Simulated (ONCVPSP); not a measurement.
## Transferability test, ONCV potential for Co (Z = 27)

```json
{
  "Element": "Co (Z = 27)",
  "Generator": "ONCVPSP 4.0.1",
  "Type": "optimised norm-conserving Vanderbilt (ONCV)",
  "Functional": "PBEsol",
  "Relativity": "scalar-relativistic",
  "Frozen core": "[Ne]",
  "Valence charge": "17",
  "Reference configuration": "3s2 3p6 3d7 4s2",
  "Partial waves": "3s+4s: rc 1.40 bohr, ncon 4, nbas 9, qcut 9.3 1/bohr, 2 projectors; 3p: rc 0.90 bohr, ncon 5, nbas 8, qcut 8.2 1/bohr, 2 projectors, debl 2.1 Ha; 3d: rc 1.65 bohr, ncon 4, nbas 9, qcut 9.4 1/bohr, 3 projectors, debl 0.8 Ha",
  "Local potential": "polynomial inside 0.55 bohr (lpopt 5, dvloc0 0 Ha)",
  "Core correction": "Teter function, fcfact 2.75, rcfact 1.6"
}
```

In the p channel the program set the typed energies aside and used -2.407, 0.250 Ha.

Energies are relative to the spin-unpolarised reference configuration 3s2 3p6 3d7 4s2; without spin polarisation the order of configurations can differ from experiment.

```
valence configuration  charge  ΔE all-electron (eV)  error AE − PS (meV)
      3s2 3p6 3d7 4s0      +2                25.744                 +8.7
      3s2 3p6 3d6 4s0      +3                61.581                  +42
```

What are ΔE and the potential's error for 3s2 3p6 3d7 4s1?

ΔE = 9.046 eV all-electron; the error (AE − PS) is +1.3 meV.

What are ΔE and the potential's error for 3s2 3p6 3d7 4s1 4p1?

ΔE = 4.383 eV all-electron; the error (AE − PS) is +0.2 meV.
